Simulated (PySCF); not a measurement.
A structure optimised at B3LYP-D3(BJ)/def2-SVP, used in a PySCF frequency run:

```xyz
12

Cl     3.2172     0.0000     0.0000
B      1.4347     0.0000     0.0000
N      0.7073    -1.2251     0.0000
B     -0.7174    -1.2425     0.0000
Cl    -1.6086    -2.7862     0.0000
N     -1.4146     0.0000     0.0000
B     -0.7174     1.2425     0.0000
Cl    -1.6086     2.7862     0.0000
N      0.7073     1.2251     0.0000
H      1.2141    -2.1029     0.0000
H     -2.4282     0.0000     0.0000
H      1.2141     2.1029     0.0000
```

Write its SMILES, formula and point group.

ClB1NB(Cl)NB(Cl)N1, B₃Cl₃H₃N₃, D3h

What are its rotational constants (standard atomic weights)?

0.79622, 0.79622, 0.39811 GHz
